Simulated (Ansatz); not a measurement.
`CC1C[SiH2]1` → `C1C[SiH2]1` + `[CH2]` (triplet)  (formal loss of a carbene)

Computed with Ansatz on PBE0-D4/def2-TZVP structures; ΔE is electronic, products minus reactants. CCSD(T)/CBS adds triple-zeta CCSD(T) − MP2 to the extrapolated MP2 energy (def2 sets, frozen cores). This one scheme is used for every species. DFT in def2-TZVPP. Triplets are unrestricted, without spin–orbit coupling.

`CC1C[SiH2]1`:

Z-matrix (Å, degrees):
```
C
C 1 1.507
H 1 1.094 2 111.3
H 1 1.096 2 111.2 3 -119.5
H 1 1.092 2 111.5 3 119.9
C 2 1.542 1 117.7 3 47.0
Si 2 1.854 1 122.8 3 -30.1
H 2 1.088 1 113.8 3 -177.1
H 6 1.085 2 117.0 1 132.0
H 6 1.087 2 115.5 1 -4.4
H 7 1.479 2 120.3 1 -147.2
H 7 1.479 2 118.8 1 3.9
```

`C1C[SiH2]1`:

Z-matrix (Å, degrees):
```
C
Si 1 1.847
C 1 1.543 2 65.3
H 1 1.085 2 119.2 3 -107.6
H 1 1.085 2 119.2 3 107.6
H 2 1.478 1 119.3 3 105.0
H 2 1.478 1 119.3 3 -104.9
H 3 1.085 1 116.3 2 -111.9
H 3 1.085 1 116.3 2 111.8
```

`[CH2]` (triplet):

Cartesian coordinates in Å:
```
C -0.079 -0.261 0.042
H 0.993 -0.145 0.060
H -0.914 0.407 -0.102
```

```tsv
level	ΔE (kJ/mol)	difference from CCSD(T)/CBS
BLYP-D4	428.3	-7.9
r2SCAN-D4	412.5	-23.7
PBE0-D4	433.4	-2.8
r2SCAN0-D4	408.5	-27.7
CCSD/def2-SVP	413.6	-22.6
CCSD(T)/def2-SVP	422.6	-13.6
SCS-MP2/def2-TZVPP	438.6	2.4
HF/CBS(def2)	285.6	-150.6
MP2/CBS(def2)	450.2	14.0
CCSD/CBS(def2)	424.4	-11.8
CCSD(T)/CBS	436.2	0
```

Largest T1 diagnostic among the species: 0.011.

Leaving LDA and LC-ωPBE aside and taking each functional with its dispersion term where it has one, the values, not all of them listed here, spread over 36.8 kJ/mol, from r2SCAN0-D4 to ωB97X-V. LDA lies +74.7 kJ/mol from PBE without D4. In def2-TZVPP, CCSD(T) changes the Hartree–Fock value by +139.3 kJ/mol (the triples alone add +11.8 kJ/mol) and MP2 by +153.4 kJ/mol. From PBE to PBE0 (25 % exact exchange), in def2-TZVPP and without D4, ΔE moves by −7.9 kJ/mol.
